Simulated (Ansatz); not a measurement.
A nudged elastic band was laid between two geometries of CH4 + GeH4 (10 atoms, charge 0, multiplicity 1).

Theory: RKS PBE0/def2-TZVP in Ansatz 0.2.0.

```yaml
movable_images: 5
climbing_image: yes
spring: 5.0 eV/Å²
optimiser: quadratic models (default)
start_path: through a guess of the saddle point
force_threshold: 0.03 eV/Å
iteration_limit: 60
end_points: relaxed
```

Image 0:

```xyz
10
Properties=species:S:1:pos:R:3
Ge -1.056 0.789 -1.601
H 0.428 1.176 -1.644
H -1.752 1.300 -2.869
H -1.714 1.420 -0.367
H -1.186 -0.738 -1.526
H 1.560 0.029 1.086
C 1.056 -0.789 1.601
H 0.986 -1.650 0.936
H 0.055 -0.473 1.895
H 1.624 -1.063 2.490
```

Image 6:

```xyz
10
Properties=species:S:1:pos:R:3
Ge -1.090 -0.087 -0.528
H 2.015 1.960 -0.718
H -0.263 0.165 -1.802
H -1.640 1.262 -0.031
H -2.279 -0.996 -0.892
H 2.568 1.876 -0.222
C 0.012 -0.924 0.849
H 0.419 -1.869 0.486
H -0.582 -1.120 1.742
H 0.841 -0.268 1.117
```

Question: Which bonds break or form, and what moves?

Answer: Bonds broken: Ge1–H2, H6–C7. Bonds formed: Ge1–C7, H2–H6. CH4 + GeH4 becomes CH6Ge + H2.

Question: Give the energies along the band, and the barrier.

Answer: The forces met the threshold. The highest image is number 3 of 0 to 6, 3.77 eV above the first end and 3.30 eV above the last; the last end lies 0.46 eV above the first. Neighbouring images differ by up to 3.6 eV, so the band resolves the path poorly. A vibrational analysis at the climbing image gives one clearly imaginary mode, 1876i cm⁻¹: a first-order saddle point. The orbitals stay closed-shell, which can raise the energy where a bond breaks towards radicals; this wasn't checked here.

| image | path coordinate (Å) | energy (eV) | Ge1–H2 (Å) | H6–C7 (Å) | Ge1–C7 (Å) |
| --- | --- | --- | --- | --- | --- |
| 0 | 0.00 | 0.00 | 1.53 | 1.09 | 4.15 |
| 1 | 1.84 | 0.00 | 1.53 | 1.09 | 4.45 |
| 2 | 3.68 | 0.20 | 1.54 | 1.09 | 3.39 |
| 3 | 5.52 | 3.77 | 1.86 | 1.39 | 2.29 |
| 4 | 6.65 | 0.94 | 2.52 | 2.20 | 1.99 |
| 5 | 7.78 | 0.49 | 3.22 | 3.15 | 1.95 |
| 6 | 8.91 | 0.46 | 3.72 | 3.94 | 1.95 |

Question: What is the geometry of the highest image?

Answer: 
```xyz
10
Properties=species:S:1:pos:R:3
Ge -0.657 0.409 -0.778
H 0.781 1.511 -0.358
H -0.088 0.380 -2.206
H -1.555 1.575 -0.336
H -1.571 -0.877 -0.673
H 0.739 0.536 0.235
C 0.522 -0.690 0.853
H 0.702 -1.610 0.297
H -0.303 -0.808 1.555
H 1.431 -0.426 1.411
```

Time of the run: 4.7 min on 4 threads of Arm Neoverse N1, with other jobs on the host, peak memory 0.29 GiB.
